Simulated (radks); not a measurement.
Question: These are the eigenvalues of the occupied orbitals of an atom or ion with whole-number occupations (eV). Calculated with a radial shooting solver on a logarithmic mesh with Libxc functionals: Dirac Kohn-Sham, PBE, spin-unpolarised, spherical densities, finite nucleus; Fermi nuclear charge, rms radius of each element as measured or else 0.836 A^(1/3) + 0.57 fm.

| orbital | eigenvalue |
|---|---|
| 1s1/2 | -31705.88 |
| 2s1/2 | -4945.659 |
| 2p1/2 | -4640.266 |
| 2p3/2 | -4365.743 |
| 3s1/2 | -1063.733 |
| 3p1/2 | -938.1512 |
| 3p3/2 | -886.9298 |
| 3d3/2 | -665.4602 |
| 3d5/2 | -654.7431 |
| 4s1/2 | -260.6431 |
| 4p1/2 | -217.0680 |
| 4p3/2 | -207.0599 |
| 4d3/2 | -136.5936 |
| 4d5/2 | -134.9819 |

Which element is it, and in what charge state? The configuration may be excited. Open shells, if any, fill j = l - 1/2 first.

Answer: Z = 52, tellurium, charge +7: Te7+ in [Kr] 4d9. The list shows which subshells hold electrons but not how many an open one holds; the 1s level, -1165.2 hartree, gives Z - s = 48.3 by -(Z - s)^2/2, which with screening and relativity narrows Z to a few neighbours, and the depths of the outer levels then fix element, charge and occupations together.
